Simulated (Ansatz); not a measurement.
Start from `B[CH2][GeH2][CH3]` and change one atom or group to get `B[CH2][GeH2][SiH3]`.

Ansatz, PBE0-D4/def2-TZVP geometries, multiplicity 1. Each molecule was computed in one conformer, which needn't be the lowest.

Scalar relativity is left out up to krypton.

```
                               property  `B[CH2][GeH2][CH3]`
  LUMO energy (ωB97M-V/def2-TZVPP) / eV                 1.09
  HOMO energy (ωB97M-V/def2-TZVPP) / eV               -10.56
    HOMO–LUMO gap (PBE/def2-TZVPP) / eV                 5.47
HOMO–LUMO gap (ωB97M-V/def2-TZVPP) / eV                11.65
     HOMO energy (PBE0/def2-TZVPP) / eV                -8.38
    HOMO energy (B3LYP/def2-TZVPP) / eV                -8.14
```

(1) Give the same properties after the change, and the shifts. (Estimate.)

Answers

(1) The calculation gave: 
```tsv
property	`B[CH2][GeH2][SiH3]`	shift
LUMO energy (ωB97M-V/def2-TZVPP) / eV	0.75	-0.34
HOMO energy (ωB97M-V/def2-TZVPP) / eV	-10.24	0.32
HOMO–LUMO gap (PBE/def2-TZVPP) / eV	5.12	-0.35
HOMO–LUMO gap (ωB97M-V/def2-TZVPP) / eV	10.99	-0.66
HOMO energy (PBE0/def2-TZVPP) / eV	-8.22	0.16
HOMO energy (B3LYP/def2-TZVPP) / eV	-8.00	0.14
```

With PBE0 the HOMO rises by 0.16 eV and the LUMO falls by 0.34 eV, so the gap narrows by about 0.50 eV. PBE moves the HOMO by 0.04 eV and ωB97M-V by 0.32 eV.

B3LYP here is the variant with VWN-RPA as its local correlation; programs differ in this.
